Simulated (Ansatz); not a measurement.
Total energies of CH$_{5}$BTe (`CB[TeH]`).

```xyz
8

C     0.690   -0.617   -0.246
B    -0.208    0.135    0.776
Te   -1.710    1.550    0.288
H     1.743   -0.409   -0.019
H     0.576   -1.698   -0.101
H     0.509   -0.385   -1.296
H    -0.104   -0.043    1.955
H    -1.497    1.468   -1.357
```

The species carries charge 0 and has multiplicity 1. Correlated methods include outer-core shells of Te, which these sets cover unevenly. Te: def2 effective core potential. The geometry is a stationary point of PBE0-D4/def2-TZVP. Basis def2-TZVPP, Ansatz.

RPA on PBE orbitals: Hartree–Fock energy of these orbitals -332.46271 Eh, correlation -1.11474 Eh (frozen core).

| functional | energy without D4 (Eh) | D4 term (kJ/mol) |
| --- | --- | --- |
| LDA (SPW92) | -332.93919 | – |
| PBE | -333.90511 | -14.0 |
| revPBE | -334.04476 | -41.2 |
| BLYP | -333.92303 | -30.8 |
| r2SCAN | -334.07902 | -3.2 |
| PBE0 | -333.94071 | -11.8 |
| B3LYP | -334.12007 | -22.9 |
| r2SCANh | -334.06619 | -3.5 |
| r2SCAN0 | -334.04765 | -3.9 |
| CAM-B3LYP | -333.97010 | -12.1 |

(1) Give the same for B97M-V, HSE06 (plane-wave form), BHLYP, LC-ωPBE, ωB97X-V, ωB97M-V, B2PLYP, PBE-QIDH. (Estimate.)

B3LYP takes the VWN-RPA correlation (the form of Gaussian; ORCA's B3LYP/G). HSE06 is the plane-wave form, built on full-range PBE exchange. The double hybrids freeze the cores in their second-order part.

Answers

(1) Ansatz gave: 
```json
{"functional": "B97M-V", "energy without D4 (Eh)": "-334.02284", "D4 term (kJ/mol)": "–"}
{"functional": "HSE06 (plane-wave form)", "energy without D4 (Eh)": "-333.93414", "D4 term (kJ/mol)": "-11.1"}
{"functional": "BHLYP", "energy without D4 (Eh)": "-333.92134", "D4 term (kJ/mol)": "-18.5"}
{"functional": "LC-ωPBE", "energy without D4 (Eh)": "-334.00644", "D4 term (kJ/mol)": "–"}
{"functional": "ωB97X-V", "energy without D4 (Eh)": "-333.98502", "D4 term (kJ/mol)": "–"}
{"functional": "ωB97M-V", "energy without D4 (Eh)": "-333.94173", "D4 term (kJ/mol)": "–"}
{"functional": "B2PLYP", "energy without D4 (Eh)": "-333.77306", "D4 term (kJ/mol)": "–"}
{"functional": "PBE-QIDH", "energy without D4 (Eh)": "-333.76814", "D4 term (kJ/mol)": "–"}
```

LC-ωPBE has ω = 0.4 bohr⁻¹.
